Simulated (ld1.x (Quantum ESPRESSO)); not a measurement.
Mn PAW: all-electron and pseudo phase curves

manganese, PAW, made with ld1.x (Quantum ESPRESSO) 7.5 (LDA (PZ), scalar-relativistic). Core [Ne], reference 3s2 3p6 3d5 4s1.5 4p0.5. Waves: 3s (bound): rcut 1.15, rcutus 1.30 bohr; 4s (bound): rcut 1.15, rcutus 1.30 bohr; 3p (bound): rcut 1.25, rcutus 1.30 bohr; 4p (bound): rcut 1.25, rcutus 1.30 bohr; 3d (bound): rcut 1.05, rcutus 1.25 bohr; 3d channel at 2.2 Ry: rcut 1.05, rcutus 1.25 bohr; 4f channel at -0.05 Ry: rcut 1.05, rcutus 1.20 bohr. Local part: all-electron potential smoothed inside 1.00 bohr (lloc = -1). Core correction: a·sin(br)/r model core, default radius (core density twice the valence density). Augmentation charge: PSQ, inside the norm-conserving radii.

The phase is arctan(r·u′/u) with u = r·R(r), unwrapped; energies in Ry, scanned from -8 to 5 Ry. A pole is an energy at which the radial function vanishes at the test radius. The pseudo phase is shifted by a multiple of π to meet the all-electron one at the reference energy, and phase errors are pseudo minus all-electron; the curves can meet again beyond the range given. Levels narrower than the energy grid can be missing from the lists of poles.

Problem. For each channel, where are the poles, and over which energies does the pseudopotential scatter like the atom?

Solution.

```json
{"channel": "s", "radius (bohr)": "1.40", "reference energy (Ry)": "-0.43", "poles, all-electron": "-5.05", "poles, pseudo": "-5.05", "unbroken range about the reference energy with phases within 0.05 rad": "the whole range", "phase error 1 Ry above the reference energy (rad)": "-0.000"}
{"channel": "p", "radius (bohr)": "1.40", "reference energy (Ry)": "-0.14", "poles, all-electron": "-2.50", "poles, pseudo": "-2.50", "unbroken range about the reference energy with phases within 0.05 rad": "the whole range", "phase error 1 Ry above the reference energy (rad)": "+0.000"}
{"channel": "d", "radius (bohr)": "1.40", "reference energy (Ry)": "-0.57", "poles, all-electron": "1.36", "poles, pseudo": "1.36", "unbroken range about the reference energy with phases within 0.05 rad": "the whole range", "phase error 1 Ry above the reference energy (rad)": "+0.000"}
{"channel": "f", "radius (bohr)": "1.40", "reference energy (Ry)": "-0.05", "poles, all-electron": "none", "poles, pseudo": "none", "unbroken range about the reference energy with phases within 0.05 rad": "the whole range", "phase error 1 Ry above the reference energy (rad)": "+0.000"}
```

The ghost test of this file was not conclusive. Its overlap operator is not positive definite in a basis up to 400 Ry (lowest eigenvalue p -0.05), so the file is unfit for use: the generalised eigenproblem breaks down once the basis is large enough, and its test numbers describe a broken file.

Phases in the s channel:

```csv
E (Ry),all-electron,pseudo
-8.00,0.847,0.847
-7.76,0.698,0.699
-7.52,0.465,0.465
-7.28,0.101,0.101
-7.04,-0.365,-0.365
-6.80,-0.777,-0.777
-6.56,-1.054,-1.054
-6.32,-1.229,-1.229
-6.08,-1.343,-1.343
-5.84,-1.423,-1.423
-5.60,-1.481,-1.481
-5.36,-1.526,-1.526
-5.12,-1.562,-1.561
-4.88,-1.591,-1.591
-4.64,-1.615,-1.615
-4.40,-1.636,-1.636
-4.16,-1.655,-1.655
-3.92,-1.672,-1.671
-3.68,-1.687,-1.687
-3.44,-1.701,-1.701
-3.20,-1.714,-1.714
-2.96,-1.726,-1.726
-2.72,-1.738,-1.738
-2.48,-1.749,-1.749
-2.24,-1.760,-1.760
-2.00,-1.771,-1.771
-1.76,-1.782,-1.782
-1.52,-1.793,-1.793
-1.28,-1.804,-1.804
-1.04,-1.815,-1.815
-0.80,-1.827,-1.827
-0.56,-1.839,-1.839
-0.32,-1.851,-1.851
-0.08,-1.864,-1.864
0.16,-1.877,-1.877
0.40,-1.891,-1.891
0.64,-1.906,-1.906
0.88,-1.922,-1.922
1.12,-1.939,-1.939
1.36,-1.958,-1.958
1.60,-1.977,-1.977
1.84,-1.999,-1.999
2.08,-2.023,-2.022
2.32,-2.049,-2.049
2.56,-2.078,-2.077
2.80,-2.110,-2.109
3.04,-2.146,-2.145
3.28,-2.187,-2.186
3.52,-2.233,-2.232
3.76,-2.287,-2.284
4.00,-2.348,-2.344
4.24,-2.418,-2.414
4.48,-2.499,-2.494
4.72,-2.593,-2.586
4.96,-2.700,-2.691
```
